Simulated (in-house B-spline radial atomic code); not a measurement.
Computed with a B-spline radial atomic code. Model: two electrons, singlet ground state, non-relativistic, full CI in B-splines with partial waves to l = 8 (at full coupling up to 3e-4 hartree above the limit, correlation up to 0.6 % small), density held at that of full coupling by Lieb maximisation.

Along the adiabatic connection the electron repulsion is scaled by a coupling λ while a local potential keeps the density fixed. At λ = 0 the system is the Kohn-Sham one and W equals the exchange energy; the exchange-correlation energy is the area under W between 0 and 1. The kinetic energy rises with λ as the electrons avoid each other, with dT/dλ = −λ dW/dλ.

Command:
```bash
python run_ac.py task.json out
```
Settings (lengths in bohr, energies in hartree):
```
potential              gauss
strength               29.1
lmax                   8
second                 0.911
```

Time taken, with all properties: 11 s on 1 thread of Intel(R) Xeon(R) Processor @ 2.30GHz, with other jobs on the host.

**W = mean repulsion less Hartree energy, and W of three functionals.**

Given: confinement Gaussian well; well depth 29.1 hartree; well width 0.911 bohr; external potential -V exp(-r^2/w^2).

Computed: PBE exchange minus exact 84.788 millihartree; SCAN exchange minus exact 9.4916 millihartree.

```json
{"coupling": "0", "W xc (hartree)": "-2.0286", "W xc minus exchange (millihartree)": "0", "kinetic minus Kohn-Sham (millihartree)": "0", "LDA (PW92) W minus its exchange (millihartree)": "0", "PBE W minus its exchange (millihartree)": "0", "SCAN W minus its exchange (millihartree)": "0"}
{"coupling": "0.02", "W xc (hartree)": "-2.0305", "W xc minus exchange (millihartree)": "-1.941", "kinetic minus Kohn-Sham (millihartree)": "0", "LDA (PW92) W minus its exchange (millihartree)": "-13.67", "PBE W minus its exchange (millihartree)": "-3.1", "SCAN W minus its exchange (millihartree)": "-1.9"}
{"coupling": "0.05", "W xc (hartree)": "-2.0334", "W xc minus exchange (millihartree)": "-4.836", "kinetic minus Kohn-Sham (millihartree)": "0.1", "LDA (PW92) W minus its exchange (millihartree)": "-28.63", "PBE W minus its exchange (millihartree)": "-7.68", "SCAN W minus its exchange (millihartree)": "-4.71"}
{"coupling": "0.12", "W xc (hartree)": "?", "W xc minus exchange (millihartree)": "?", "kinetic minus Kohn-Sham (millihartree)": "?", "LDA (PW92) W minus its exchange (millihartree)": "?", "PBE W minus its exchange (millihartree)": "?", "SCAN W minus its exchange (millihartree)": "?"}
{"coupling": "0.25", "W xc (hartree)": "?", "W xc minus exchange (millihartree)": "?", "kinetic minus Kohn-Sham (millihartree)": "?", "LDA (PW92) W minus its exchange (millihartree)": "?", "PBE W minus its exchange (millihartree)": "?", "SCAN W minus its exchange (millihartree)": "?"}
{"coupling": "0.4", "W xc (hartree)": "-2.0658", "W xc minus exchange (millihartree)": "-37.183", "kinetic minus Kohn-Sham (millihartree)": "7.3", "LDA (PW92) W minus its exchange (millihartree)": "-134.33", "PBE W minus its exchange (millihartree)": "-55.42", "SCAN W minus its exchange (millihartree)": "-35.4"}
{"coupling": "0.6", "W xc (hartree)": "-2.0831", "W xc minus exchange (millihartree)": "-54.549", "kinetic minus Kohn-Sham (millihartree)": "16", "LDA (PW92) W minus its exchange (millihartree)": "-176.44", "PBE W minus its exchange (millihartree)": "-79.36", "SCAN W minus its exchange (millihartree)": "-51.66"}
{"coupling": "0.8", "W xc (hartree)": "-2.0997", "W xc minus exchange (millihartree)": "-71.158", "kinetic minus Kohn-Sham (millihartree)": "27.6", "LDA (PW92) W minus its exchange (millihartree)": "-212.57", "PBE W minus its exchange (millihartree)": "-101.51", "SCAN W minus its exchange (millihartree)": "-67.16"}
{"coupling": "1", "W xc (hartree)": "-2.1156", "W xc minus exchange (millihartree)": "-87.05", "kinetic minus Kohn-Sham (millihartree)": "41.9", "LDA (PW92) W minus its exchange (millihartree)": "-244.52", "PBE W minus its exchange (millihartree)": "-122.19", "SCAN W minus its exchange (millihartree)": "-81.98"}
{"coupling": "1.4", "W xc (hartree)": "-2.1454", "W xc minus exchange (millihartree)": "-116.84", "kinetic minus Kohn-Sham (millihartree)": "77.6", "LDA (PW92) W minus its exchange (millihartree)": "-299.59", "PBE W minus its exchange (millihartree)": "-159.89", "SCAN W minus its exchange (millihartree)": "-109.78"}
{"coupling": "2", "W xc (hartree)": "-2.1857", "W xc minus exchange (millihartree)": "-157.08", "kinetic minus Kohn-Sham (millihartree)": "145.7", "LDA (PW92) W minus its exchange (millihartree)": "-367.32", "PBE W minus its exchange (millihartree)": "-209.31", "SCAN W minus its exchange (millihartree)": "-147.57"}
{"coupling": "3", "W xc (hartree)": "-2.2428", "W xc minus exchange (millihartree)": "-214.24", "kinetic minus Kohn-Sham (millihartree)": "287.7", "LDA (PW92) W minus its exchange (millihartree)": "-455.66", "PBE W minus its exchange (millihartree)": "-277.88", "SCAN W minus its exchange (millihartree)": "-202.13"}
{"coupling": "4.5", "W xc (hartree)": "-2.3109", "W xc minus exchange (millihartree)": "-282.28", "kinetic minus Kohn-Sham (millihartree)": "540.6", "LDA (PW92) W minus its exchange (millihartree)": "-554.44", "PBE W minus its exchange (millihartree)": "-358.93", "SCAN W minus its exchange (millihartree)": "-269.08"}
{"coupling": "7", "W xc (hartree)": "-2.3928", "W xc minus exchange (millihartree)": "-364.25", "kinetic minus Kohn-Sham (millihartree)": "1005.4", "LDA (PW92) W minus its exchange (millihartree)": "-670.12", "PBE W minus its exchange (millihartree)": "-458.33", "SCAN W minus its exchange (millihartree)": "-353.46"}
{"coupling": "10", "W xc (hartree)": "-2.4601", "W xc minus exchange (millihartree)": "-431.52", "kinetic minus Kohn-Sham (millihartree)": "1570.9", "LDA (PW92) W minus its exchange (millihartree)": "-765.87", "PBE W minus its exchange (millihartree)": "-543.37", "SCAN W minus its exchange (millihartree)": "-426.08"}
```

(1) What belongs in the row 0.12?

(2) What belongs in the row 0.25?

(3) What is the LDA exchange minus exact?

**Energy parts, natural occupations and partial-wave weights.**

Computed: total energy -33.3960 hartree; exchange energy -2.0286 hartree; correlation energy -0.045151 hartree; kinetic part of the DFT correlation energy 0.0419 hartree; Hartree energy 4.0572 hartree; Kohn-Sham kinetic 9.5703 hartree; Lieb Oxford ratio E_xc over LDA exchange 1.1973.

```json
{"natural": "s", "occupation of the shell (electrons)": "1.9955"}
{"natural": "p", "occupation of the shell (electrons)": "0.0039402"}
{"natural": "s", "occupation of the shell (electrons)": "0.00028726"}
{"natural": "d", "occupation of the shell (electrons)": "0.00017846"}
{"natural": "p", "occupation of the shell (electrons)": "?"}
{"natural": "f", "occupation of the shell (electrons)": "2.3639e-05"}
```

(4) What belongs in the row p?

| wave | weight |
| --- | --- |
| s | 0.99789 |
| p | ? |
| d | 9.4092e-05 |
| f | 1.3195e-05 |
| g | 3.0371e-06 |

(5) What belongs in the row p?

(6) What is the initial slope twice GL2?

(7) What is the kinetic part over minus potential part?

## Answers

(1) W xc (hartree): -2.0401; W xc minus exchange (millihartree): -11.514; kinetic minus Kohn-Sham (millihartree): 0.7; LDA (PW92) W minus its exchange (millihartree): -56.34; PBE W minus its exchange (millihartree): -17.99; SCAN W minus its exchange (millihartree): -11.12.

(2) W xc (hartree): -2.0522; W xc minus exchange (millihartree): -23.635; kinetic minus Kohn-Sham (millihartree): 2.9; LDA (PW92) W minus its exchange (millihartree): -96.63; PBE W minus its exchange (millihartree): -36.03; SCAN W minus its exchange (millihartree): -22.64.

(3) 296.63 millihartree.

(4) occupation of the shell (electrons): 4.3516e-05.

(5) weight: 0.0019934.

(6) -0.097285 hartree.

(7) 0.48132.

Half-way to full coupling W has made 53 % of its drop, against 50 % for a straight line, and second-order (GL2) theory, half the initial slope, overshoots the correlation energy by about 8 %: correlation is weak here. Over couplings 0 to 1 the errors in E_xc come to about +195 millihartree for LDA, +64 millihartree for PBE, +12 millihartree for SCAN, so SCAN is nearest. In LDA and PBE the errors of exchange and correlation have opposite signs, so the sum is smaller than the larger of the two.
